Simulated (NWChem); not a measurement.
# Lowest excitation of CCl₂

```
C
Cl 1 1.7189
Cl 1 1.7189 2 109.33
```
Charge 0, spin multiplicity 1.

Program: NWChem. The geometry was optimised at PBE0/def2-SVP, a minimum by its harmonic frequencies.

Basis set: aug-cc-pVDZ. CR-EOMCCSD(T) is the triples correction to the same EOM-CCSD root.

The correlated methods keep 11 core orbitals frozen. The structure started from a generated list of species. Coupled-cluster values serve here as a point of comparison, not as the truth.

Order these methods by the lowest vertical singlet excitation energy they give, lowest first: EOM-CCSD, TD-LDA (SVWN5), CR-EOMCCSD(T), TD-PBE.

TD-LDA (SVWN5) (2.36 eV), TD-PBE (2.46 eV), CR-EOMCCSD(T) (2.54 eV), EOM-CCSD (2.69 eV)
